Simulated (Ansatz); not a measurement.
```xyz
2

H    -0.0098    0.0011   -1.2151
Cl   -0.0069    0.0052    0.0765
```

Basis set: def2-TZVP (spherical functions). Frozen core: 5 orbitals. Charge 0, multiplicity 1.

Computed with Ansatz (development build ahead of 0.2.0); each method stands on the lowest determinant of its kind that the runs found. Restricted open shells among the atoms or ions are ROHF, correlated in semicanonical orbitals with singles.

(1) Give the atomization energy at this shape (free ground-state atoms in the same class of orbitals less the molecule, no zero-point energy) of singlet HCl by RHF-MP2, RHF.

Answers

(1)

```tsv
method	atomization energy
RHF-MP2	101.32 kcal/mol
RHF	79.57 kcal/mol
```
